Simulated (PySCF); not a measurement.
Excitation energy of Hg⁺ by level of theory

Hg⁺ [Xe] 4f14 5d10 6s1 (2S) → Hg⁺ [Xe] 4f14 5d10 6p1 (2P), as a difference of total energies. Computed with PySCF 2.14 in x2c-TZVPPall with one added diffuse shell each of s, p, d, f type (12s8p8d4f1g, 113 functions), with scalar relativity by spin-free X2C-1e. Correlated levels: valence: [Xe] 4f14 frozen. The calculations carry no spin-orbit coupling.

```csv
method,excitation energy (eV),error (eV)
UHF,6.541,-0.596
MP2 (valence),7.185,+0.048
SCS-MP2 (valence),7.127,-0.010
CCSD (valence),7.018,-0.119
CCSD(T) (valence),7.027,-0.110
```

Reference: 7.137 eV (measured; NIST levels, between the centres of gravity of the two terms).

Errors of the correlated levels include the incompleteness of this basis and the frozen core.
